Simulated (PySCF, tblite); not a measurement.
Species: C₉H₁₄P (charge -1).
Numbering: `[CH3:1][c:2]1[cH:3][p-:4][cH:5][c:6]1[C:7]([CH3:8])([CH3:9])[CH3:10]` (hydrogens: H11, H12, H13 on C1; H14 on C3; H15 on C5; H16, H17, H18 on C8; H19, H20, H21 on C9; H22, H23, H24 on C10)

Structure optimised with GFN2-xTB, isolated species.

Task: What internal coordinates does the optimisation give?

Result: 
```
                   bond  length (Å)
                  C1–C2       1.504
                  C2–C3       1.381
                  C3–P4       1.738
                  P4–C5       1.739
                  C5–C6       1.386
                  C6–C7       1.520
   C7–C8, C7–C9, C7–C10       1.536
                  C2–C6       1.416
 C1–H11, C1–H12, C1–H13       1.093
                 C3–H14       1.083
                 C5–H15       1.079
C8–H16 and 8 like bonds       1.089
```

Bonds in one row agree within 0.01 Å and their mean is given. A selection of angles:
```
     angle  degrees
 C2–C1–H11    112.9
 C2–C1–H12    109.1
 C2–C1–H13    111.8
H11–C1–H12    107.5
  C1–C2–C3    119.5
  C1–C2–C6    128.4
  C3–C2–C6    112.1
  C2–C3–P4    113.9
 C2–C3–H14    123.8
 P4–C3–H14    122.3
  C3–P4–C5     88.7
  P4–C5–C6    114.4
 P4–C5–H15    120.0
 C6–C5–H15    125.6
  C5–C6–C7    122.8
  C2–C6–C5    110.9
  C2–C6–C7    126.2
  C6–C7–C8    111.6
 C6–C7–C10    109.8
  C8–C7–C9    106.9
 C8–C7–C10    109.5
 C7–C8–H16    110.5
 C7–C8–H17    111.4
H16–C8–H17    107.9
H16–C8–H18    108.5
```

Torsions: C5–C6–C7–C8 -130° (anticlinal). The mirror-image conformer, all signs reversed, is as good.

The 5-membered ring C2–C3–P4–C5–C6 has internal angles of 88.7° to 114.4°; it is planar, 0.00 Å rms from its mean plane, widest ring torsion 0°. C2 (substituted aromatic carbon) is planar (angles 128.4°, 119.5° and 112.1°, sum 360.0°, 0.01 Å off the plane of its three neighbours). The 8 C–C bonds span 1.381 Å (C2–C3, aromatic) to 1.537 Å (C7–C10, drawn single), a spread of 0.156 Å. C5 (aromatic CH carbon) is planar (angles 125.6°, 120.0° and 114.4°, sum 360.0°, 0.00 Å off the plane of its three neighbours). C3 (aromatic CH carbon) is planar (angles 123.8°, 122.3° and 113.9°, sum 360.0°, 0.00 Å off the plane of its three neighbours). Of the pairs four or more bonds apart, H11···H22 is among the closest relative to their van der Waals radii: 2.10 Å, 88 % of the sum of Bondi's values. C6 (substituted aromatic carbon) is planar (angles 126.2°, 122.8° and 110.9°, sum 360.0°, 0.02 Å off the plane of its three neighbours).

Point group: C1 (no symmetry element, even within 0.4 Å). Its GFN2-xTB frequencies are all real (lowest 57 cm⁻¹).

The numbers are calculated, not measured.
